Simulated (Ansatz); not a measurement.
Input file for C$_{5}$H$_{8}$CuFN$_{2}$, SMILES `Cn1ccn(C)[c+]1[Cu-][F]`:

```yaml
crystal:
  periodic: [false, false, false]
  atoms:
    - {symbol: C, position_ang: [2.104425, -0.874549, -0.879492]}
    - {symbol: N, position_ang: [0.732432, -0.461646, -0.698242]}
    - {symbol: C, position_ang: [-0.250786, -0.588481, -1.649068]}
    - {symbol: C, position_ang: [-1.379624, -0.087775, -1.103295]}
    - {symbol: N, position_ang: [-1.049499, 0.329582, 0.163074]}
    - {symbol: C, position_ang: [-1.976183, 0.928189, 1.095077]}
    - {symbol: C, position_ang: [0.256438, 0.105858, 0.432995]}
    - {symbol: Cu, position_ang: [1.185571, 0.491152, 2.002350]}
    - {symbol: F, position_ang: [2.068900, 0.857487, 3.495426]}
    - {symbol: H, position_ang: [2.567488, -0.313045, -1.692636]}
    - {symbol: H, position_ang: [2.153890, -1.941810, -1.101155]}
    - {symbol: H, position_ang: [2.642252, -0.674593, 0.045820]}
    - {symbol: H, position_ang: [-0.069705, -1.017431, -2.619981]}
    - {symbol: H, position_ang: [-2.374229, 0.003849, -1.505577]}
    - {symbol: H, position_ang: [-2.781721, 0.231295, 1.332382]}
    - {symbol: H, position_ang: [-2.399039, 1.842809, 0.676339]}
    - {symbol: H, position_ang: [-1.430609, 1.169128, 2.005983]}
basis:
  gaussian: {orbitals: def2-TZVPP}
correlation: {method: ccsd_t, frozen_orbitals: {C: 1, Cu: 9, F: 1, H: 0, "N": 1}}
output: {orbitals: {seedname: orbitals}}
```

```sh
$ ansatz run in.yaml --threads 4 --pin off --events-out ev --progress --plain --max-ram 66560MiB --backend cuda --devices 0, --max-vram 37GiB
```

Output of Ansatz, abridged:

```
Functional definition: HF
2639 factors; integrals over basis functions are off by at most 1.3e-3 eV
mean field evaluation 1: about -55540.6507 eV, gradient 7.6e1 eV
mean field evaluation 2: about -55541.1360 eV, gradient 7.7e1 eV
mean field evaluation 4: about -55549.8577 eV, gradient 1.4e1 eV
mean field evaluation 8: about -55550.2588 eV, gradient 1.1e0 eV
mean field evaluation 16: about -55550.2688 eV, gradient 1.7e-6 eV
mean field -55550.26876873 eV, -2041.4347239262 hartree, gradient 1.8e-6 eV, S^2 0.000000; 0 other end points of the search recorded, 0 dependent functions left out
17 core orbitals not correlated: weight in the atoms' cores, before any rotation towards them, 1.000 or more for the frozen orbitals, at most 0.000 for the correlated occupied ones
reference -55550.26876873 eV, -2041.4347239262 hartree; 28, 28 occupied and 379, 379 virtual orbitals, 2639 factors
second order -55.28344540 eV of doubles, -0.00000000 eV of singles
cycle   1  -51.29730215 eV  change     4.0e0 eV  update   2.8e-1
cycle   2  -53.19778659 eV  change    -1.9e0 eV  update   2.1e-1
cycle   3  -53.78322248 eV  change   -5.9e-1 eV  update   6.5e-2
cycle   4  -53.87566664 eV  change   -9.2e-2 eV  update   2.9e-2
cycle   5  -53.82631868 eV  change    4.9e-2 eV  update   1.4e-2
cycle   6  -53.80929587 eV  change    1.7e-2 eV  update   5.9e-3
cycle   7  -53.81294300 eV  change   -3.6e-3 eV  update   3.1e-3
cycle   8  -53.81240264 eV  change    5.4e-4 eV  update   1.3e-3
cycle   9  -53.81113003 eV  change    1.3e-3 eV  update   5.8e-4
cycle  10  -53.81133963 eV  change   -2.1e-4 eV  update   2.9e-4
cycle  11  -53.81200550 eV  change   -6.7e-4 eV  update   1.5e-4
cycle  12  -53.81180598 eV  change    2.0e-4 eV  update   1.1e-4
cycle  13  -53.81171141 eV  change    9.5e-5 eV  update   5.2e-5
cycle  14  -53.81171265 eV  change   -1.2e-6 eV  update   2.2e-5
perturbative correction -2.55493348 eV, -0.0938920737 hartree
Total energy: -55606.63541486 eV, -2043.5061599647 hartree
```

Hardware: 4 threads of an AMD EPYC 7R13 on a shared host and a share of an NVIDIA H100 80 GB. Wall time 54 s, peak host memory 0.91 GiB.

MP2 recovers 98.1 % of the CCSD(T) correlation energy and the triples give 4.5 %; T1 = 0.0208.
